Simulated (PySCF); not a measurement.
H₇NO₂Si₂, SMILES N[Si](O)(O)[SiH3]. Coordinates come from a PBE-D3(BJ)/def2-SVP optimisation. The structure was generated by enumeration, and PubChem lists no compound with its InChIKey, so it may never have been made. One conformer was computed; it need not be the lowest.

Problem. Give the equilibrium geometry at PBE-D3(BJ)/def2-SVP (PySCF confirms it by a frequency run) as Cartesian coordinates in Å, and its point group. (The exact figures need the calculation; the answer reports its results.)

Solution. Several could match; the one computed here: point group Cs.
```xyz
12

N      1.3837    -1.4016     0.0000
Si     0.4139     0.0525     0.0000
O      0.7831     0.8659    -1.4236
O      0.7831     0.8659     1.4236
Si    -1.9194    -0.1373     0.0000
H      1.3709    -1.9918     0.8370
H      1.3709    -1.9918    -0.8370
H      1.7349     0.8723    -1.6357
H      1.7349     0.8723     1.6357
H     -2.3678    -0.9077    -1.2157
H     -2.6152     1.1975     0.0000
H     -2.3678    -0.9077     1.2157
```
